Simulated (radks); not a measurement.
Values are calculated unless marked as measured or tabulated.
Ionisation of neutral iron, [Ar] 3d6 4s2, to Fe+, [Ar] 3d6 4s1, under several functionals. Non-relativistic Kohn-Sham, spin-polarised, spherical densities, point nucleus; open shells are filled with parallel spins first; a radial shooting solver on a logarithmic mesh with Libxc functionals.

functional	E(Fe) (hartree)	Exc (hartree)	IE (eV)	-e(HOMO) (eV)	<r> HOMO (bohr)	IE error (eV)
MS2 meta-GGA	-1263.53600	-55.38548	7.614	4.790	1.235	-0.288
exchange-only B88	-1262.58509	-54.40116	6.874	4.060	3.247	-1.029
LDA (Slater exchange, VWN5 correlation)	-1261.22329	-53.01952	8.042	4.969	3.110	+0.140
XLYP	-1263.98048	-55.82998	7.997	4.794	3.128	+0.094
HCTH/407	-1264.22777	-56.17234	8.002	4.783	3.203	+0.100
TASK exchange with Perdew-Wang LDA correlation	-1263.11454	-54.99682	6.973	4.191	1.237	-0.929
PW91	-1263.76890	-55.61969	7.758	4.827	3.139	-0.144
exchange-only r2SCAN	-1262.48877	-54.33695	6.579	3.418	1.258	-1.323
Wu-Cohen GGA	-1263.02773	-54.86301	7.599	4.778	3.128	-0.304
TPSS	-1263.69512	-55.53996	7.511	4.742	3.148	-0.391
revTPSS	-1263.31201	-55.14181	7.528	4.798	3.148	-0.375
PBEsol	-1262.26592	-54.08194	7.687	4.795	3.136	-0.216

NIST Atomic Spectra Database: 7.902 eV (measured). Closest: XLYP. The Delta-SCF values span 1.46 eV, the total energies 3.00 hartree. The highest occupied level is 3d. Open shells are spherical and high-spin; term and fine-structure splittings are not resolved.
